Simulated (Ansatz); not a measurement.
`NCB(O)[SeH]` + CH₄ → `C[SeH]` + `NCBO`  (formal exchange of groups at the Se–B bond)

Calculated with Ansatz (gas phase, PBE0-D4/def2-TZVP geometries, no zero-point term in ΔE). CCSD(T)/CBS adds triple-zeta CCSD(T) − MP2 to the extrapolated MP2 energy (def2 sets, frozen cores). This one scheme is used for every species. For Se outer-core shells are correlated without core-valence functions, which leaves a few kJ/mol of doubt a bond. Scalar relativity is left out up to krypton. Each species was taken in one conformer, which may not be the lowest.

```tsv
species	HF/CBS(def2) energy (Eh)
`NCB(O)[SeH]`	-2595.42002
CH₄	-40.21695
`C[SeH]`	-2440.10737
`NCBO`	-195.49495
```

Work out ΔE.

ΔE = (-2440.10737) + (-195.49495) − (-2595.42002) − (-40.21695) = 0.03465 Eh = +91.0 kJ/mol. CCSD(T)/CBS gives +99.6 kJ/mol.

Largest T1 diagnostic among the species: 0.012.

In def2-TZVPP, CCSD(T) changes the Hartree–Fock value by +5.9 kJ/mol (the triples alone add +1.7 kJ/mol) and MP2 by +10.0 kJ/mol. The D4 term adds +5.9 kJ/mol with B3LYP and +3.5 kJ/mol with PBE0; it sums over pairs of atoms, weighted by their polarisabilities, and B3LYP, whose exchange is more repulsive, gets the larger term.

B3LYP here is the variant with VWN-RPA as its local correlation; programs differ in this.
